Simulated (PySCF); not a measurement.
AsH₄Si, SMILES [SiH2][AsH2], multiplicity 2.

Geometry optimised at B3LYP-D3(BJ)/def2-TZVP. The isomer is the one that the SMILES or the coordinates give; other isomers of the formula were not compared.

Calculation: PBE/def2-TZVPD in PySCF.

Gas-phase values at a fixed geometry.

### Question
Estimate the frontier levels, dipole moment and polarisability. (Estimate from the structure and the level; the computed values follow.)

### Answer

```
Item                                                                                                             Value
---------------------------------------------------------------------------------------------  -----------------------
α spin, highest occupied and lowest empty level                                                     -5.24 and -1.06 eV
β spin, highest occupied and lowest empty level                                                     -6.57 and -3.59 eV
dipole moment                                                                                                   0.32 D
quadrupole, principal values (traceless, Buckingham form, about the centre of nuclear charge)    -1.79, 0.63, 1.17 D·Å
mean static polarisability                                                                       70.7 bohr³ (10.47 Å³)
polarisability, principal values                                                                59.9, 61.8, 90.2 bohr³
⟨S²⟩                                                                                           0.753 (pure state 0.75)
```
